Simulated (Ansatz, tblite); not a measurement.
Forces on C18H22, a cluster at its PBE-D4/def2-SVP geometry. Total charge 0; singlet.

The xTB rows come from tblite. Single mean-field runs in def2-TZVP are fitted with def2-universal-jkfit. Another isomer (singlet) lies 0.12 eV lower at PBE0-D4/def2-TZVP; other spin states weren't run for this one.

GFN1-xTB (tblite), largest force 0.91 eV/Å:

```xyz
40
positions Å, forces eV/Å
C    -2.270    1.668   -2.307   -0.222   -0.314   -0.493
C    -1.634    2.078   -0.977    0.092    0.679    0.316
C    -0.710    1.008   -0.349   -0.267   -0.660    0.114
C     0.546    0.740   -1.202    0.221    0.474   -0.745
C     1.464   -0.374   -0.660   -0.021   -0.018    0.623
C     2.726   -0.522   -1.527    0.351   -0.045   -0.458
C     0.730   -1.699   -0.518   -0.373   -0.602   -0.097
C     0.118   -2.316   -1.629    0.021   -0.083    0.153
C    -0.551   -3.542   -1.497    0.113    0.120    0.255
C    -0.625   -4.175   -0.246    0.155    0.282   -0.046
C    -0.023   -3.572    0.869    0.024    0.157   -0.252
C     0.646   -2.345    0.731   -0.078   -0.020   -0.165
C    -0.350    1.372    1.082    0.230    0.317    0.616
C    -0.817    0.597    2.162    0.115    0.139   -0.024
C    -0.498    0.933    3.487    0.105    0.138   -0.243
C     0.302    2.055    3.757   -0.075   -0.063   -0.310
C     0.775    2.837    2.691   -0.163   -0.252   -0.042
C     0.453    2.496    1.369   -0.084   -0.091    0.126
H    -1.515    1.512   -3.105   -0.310    0.113    0.482
H    -2.973    2.444   -2.670    0.390   -0.332    0.306
H    -2.841    0.721   -2.202    0.315    0.494    0.022
H    -2.436    2.312   -0.244    0.301   -0.203   -0.331
H    -1.061    3.024   -1.105   -0.228   -0.462   -0.046
H    -1.290    0.059   -0.306    0.188    0.292   -0.044
H     0.237    0.483   -2.238    0.077    0.051    0.493
H     1.139    1.678   -1.292   -0.239   -0.435    0.121
H     1.788   -0.071    0.359   -0.055   -0.064   -0.335
H     2.470   -0.812   -2.567    0.068    0.155    0.562
H     3.404   -1.299   -1.120   -0.423    0.401   -0.116
H     3.288    0.435   -1.574   -0.349   -0.493    0.088
H     0.166   -1.833   -2.618   -0.026   -0.257    0.499
H    -1.021   -4.006   -2.379    0.241    0.245    0.454
H    -1.152   -5.136   -0.141    0.279    0.500   -0.053
H    -0.074   -4.060    1.855    0.024    0.262   -0.506
H     1.109   -1.870    1.610   -0.230   -0.286   -0.416
H    -1.437   -0.290    1.954    0.292    0.446    0.152
H    -0.875    0.312    4.315    0.196    0.315   -0.434
H     0.557    2.319    4.795   -0.139   -0.136   -0.541
H     1.401    3.720    2.891   -0.319   -0.459   -0.109
H     0.835    3.120    0.544   -0.196   -0.304    0.427
```

GFN2-xTB (tblite), largest force 0.76 eV/Å:

```
C -0.195 -0.249 -0.422
C 0.103 0.556 0.257
C -0.190 -0.540 0.106
C 0.177 0.390 -0.634
C -0.045 -0.017 0.513
C 0.275 -0.056 -0.400
C -0.351 -0.563 -0.095
C 0.013 -0.154 0.276
C 0.158 0.175 0.318
C 0.193 0.359 -0.055
C 0.032 0.204 -0.338
C -0.143 -0.106 -0.274
C 0.224 0.291 0.573
C 0.193 0.262 0.029
C 0.135 0.190 -0.319
C -0.091 -0.086 -0.391
C -0.214 -0.322 -0.076
C -0.129 -0.162 0.242
H -0.393 0.140 0.546
H 0.436 -0.405 0.306
H 0.364 0.571 0.017
H 0.334 -0.213 -0.370
H -0.262 -0.537 -0.045
H 0.235 0.354 -0.044
H 0.099 0.051 0.597
H -0.277 -0.490 0.145
H -0.101 -0.092 -0.389
H 0.101 0.173 0.645
H -0.453 0.456 -0.172
H -0.374 -0.566 0.080
H -0.029 -0.315 0.633
H 0.288 0.287 0.551
H 0.335 0.602 -0.066
H 0.028 0.310 -0.613
H -0.281 -0.316 -0.524
H 0.369 0.542 0.153
H 0.237 0.385 -0.519
H -0.166 -0.164 -0.652
H -0.386 -0.554 -0.122
H -0.250 -0.393 0.532
```

PBE-D4/def2-TZVP (Ansatz), largest force 0.32 eV/Å:

```
C -0.081 -0.103 -0.227
C -0.008 0.256 0.133
C -0.094 -0.199 0.054
C 0.050 0.155 -0.265
C 0.021 0.008 0.221
C 0.167 -0.012 -0.161
C -0.122 -0.210 0.009
C 0.018 -0.039 0.054
C 0.012 0.033 0.034
C 0.020 0.043 0.004
C 0.001 0.018 -0.041
C -0.015 -0.003 -0.071
C 0.060 0.075 0.215
C 0.029 0.065 -0.016
C 0.024 0.019 -0.033
C -0.014 -0.016 -0.042
C -0.020 -0.039 -0.015
C -0.035 -0.028 0.048
H -0.193 0.051 0.221
H 0.190 -0.196 0.114
H 0.151 0.248 -0.015
H 0.200 -0.076 -0.183
H -0.137 -0.246 0.024
H 0.130 0.207 -0.001
H 0.070 0.045 0.263
H -0.136 -0.227 0.044
H -0.079 -0.080 -0.229
H 0.054 0.074 0.277
H -0.192 0.206 -0.096
H -0.155 -0.243 0.021
H -0.011 -0.131 0.279
H 0.135 0.134 0.256
H 0.158 0.280 -0.031
H 0.012 0.143 -0.283
H -0.124 -0.133 -0.248
H 0.171 0.249 0.055
H 0.110 0.178 -0.238
H -0.079 -0.075 -0.303
H -0.179 -0.257 -0.057
H -0.111 -0.177 0.228
```
